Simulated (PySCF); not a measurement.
## State search for ZnB

Unrestricted PBE0; Zn jorge-DZP-DKH, B jorge-DZP-DKH; spin-free X2C with a Gaussian nucleus (PySCF 2.14). Outer shells of the fragments: Zn 3d10 4s2; B 2s2 2p1.

Followed along the bond (rough minima from three points):

```
2Ms+1   unpaired  ⟨S²⟩ at the start  R at minimum (Å)  Te (eV)
    2        π ↑               0.81              2.19     0.00
    2        σ ↑               0.76              2.51     0.56
    4  σ ↑↑, π ↑               3.75              2.04     1.32
    4  σ ↑, π ↑↑               3.77  none in the scan   ≤ 1.03
```

Solutions found at the starting distance of 2.005 Å, counted from the lowest of them; the search is not exhaustive and high or unbound solutions are not listed, so other states can lie among these:

| 2Ms+1 | unpaired | term | E (eV) | ⟨S²⟩ | ⟨Lz²⟩ | μ (D) |
| --- | --- | --- | --- | --- | --- | --- |
| 2 | π ↑ | ²Π | 0.00 | 0.81 | 1.00 | -1.93 |
| 2 | σ ↑ | ²Σ⁺ | 0.87 | 0.76 | 0.00 | 0.12 |
| 4 | σ ↑, π ↑↑ | ⁴Σ⁻ | 0.99 | 3.77 | 0.00 | -3.17 |
| 4 | σ ↑↑, π ↑ | ⁴Π | 1.24 | 3.75 | 1.00 | -0.61 |
| 2 | σ ↑, π ↑↓ | mixed | 1.68 | 1.78 | 2.01 | -3.14 |
| 2 | σ ↓, π ↑↑ | mixed | 1.81 | 1.78 | 0.00 | -3.25 |
| 2 | σ ↑ | mixed | 2.47 | 0.78 | 2.00 | -2.86 |
| 4 | σ ↑, π ↑↑ | mixed | 4.08 | 3.77 | 2.00 | 0.20 |
| 2 | π ↑ | mixed | 5.09 | 1.09 | 1.00 | -3.54 |
| 4 | π ↑↑, δ ↑ | ⁴Δ | 9.48 | 3.78 | 4.00 | -1.72 |

A term symbol is given only where ⟨S²⟩ and ⟨Lz²⟩ are close to those of a pure state; real π, δ and φ orbitals otherwise mix terms. A positive dipole means Zn(−)B(+).

Q: Compare the gap between the two lowest followed solutions at the starting distance with the gap between their minima.

A: At PBE0 the second solution (doublet, unpaired electrons σ ↑) lies +0.87 eV from the first (doublet, unpaired electrons π ↑) at 2.005 Å and +0.56 eV at the minima; the two curves relax by different amounts, since their minima lie near 2.51 and 2.19 Å.
